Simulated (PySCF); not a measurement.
# Correlation energy of P⁺ (phosphorus, charge +1)

[Ne] 3s2 3p2, high-spin 3P determinant. All numbers are calculated (PySCF 2.14, scalar relativity by spin-free X2C-1e, in aug-cc-pVDZ-DK (5s4p2d, 27 functions)). Frozen: [Ne]; 4 electrons correlated.

| level | correlation energy (mhartree) |
| --- | --- |
| CCSD | -70.96 |
| (T) | -1.04 |
| CCSD(T) | -72.00 |
| CCSDT | -72.38 |
| FCI | -72.43 |

Diagnostics: T1 = 0.0085, D1 = 0.0232, largest double amplitude 0.104, weight of the Hartree-Fock determinant in FCI 0.9412 (33880 determinants).

**Question.** Is a single reference adequate?

**Answer.** Mostly. T1 lies below 0.03, but a double amplitude of this size points to a near-degeneracy that CCSD handles and MP2 describes poorly.
